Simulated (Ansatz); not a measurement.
System: 2-bromoselenophene, C$_{4}$H$_{3}$BrSe, net charge 0, singlet state. SMILES: Brc1ccc[se]1
Structure (B3LYP-D3(BJ)/def2-TZVP (Ansatz, a first-principles code) minimum search):
```xyz
9

Br     1.9902    -0.1937    -0.2145
C      0.1268    -0.4308    -0.0992
C     -0.5461    -1.5961    -0.2781
C     -1.9623    -1.4809    -0.1301
C     -2.4198    -0.2374     0.1642
Se    -1.0217     1.0010     0.2943
H     -0.0468    -2.5254    -0.5118
H     -2.6230    -2.3295    -0.2454
H     -3.4411     0.0705     0.3168
```
Charge 0, spin multiplicity 1.

Wanted: atomisation energy (electronic, to ground-state atoms), in kJ/mol. Valence correlation only, unless marked. UHF or UKS for open shells. Spin-orbit coupling is left out. Frozen are the shells of the preceding noble gas and the d and f shells that filled before the atom's block. Non-relativistic. The coupled-cluster limit lacks core correlation, which all-electron functionals hold. CBS(X,Y): correlation extrapolated as X^-3; Hartree-Fock from the larger set. [CCSD(T)-MP2]/basis is that difference in the basis named.

```tsv
level	program	atomisation energy (kJ/mol)
HF/6-31G	Ansatz	2438.0
HF/cc-pVDZ	Ansatz	2569.2
HF/cc-pVTZ	Ansatz	2623.4
PBE-D4/def2-TZVPD	Ansatz + dftd4	3977.2
r2SCAN/def2-TZVPD	Ansatz	3827.6
PBE0-D4/def2-TZVPD	Ansatz + dftd4	3869.1
LC-wPBE-D3(BJ)/def2-TZVPD	Ansatz + dftd3	3802.0
B2PLYP-D4/def2-TZVPD	Ansatz + dftd4	3763.5
MP2/cc-pVDZ	Ansatz	3590.0
MP2/aug-cc-pVTZ	Ansatz	3831.5
SCS-MP2/STO-3G	Ansatz	3778.5
CCSD(T)/cc-pVDZ	Ansatz	3453.8
CCSD(T)/aug-cc-pVTZ	Ansatz	3687.0
RI-MP2/CBS(aug-cc-pVTZ,aug-cc-pVQZ)+[CCSD(T)-MP2]/aug-cc-pVTZ	Ansatz	3779.9
CCSD(T)/CBS(aug-cc-pVTZ,aug-cc-pVQZ)	Ansatz	3777.4
```

The Hartree-Fock reference is unstable (checked in the largest basis), which strains HF and MP2.
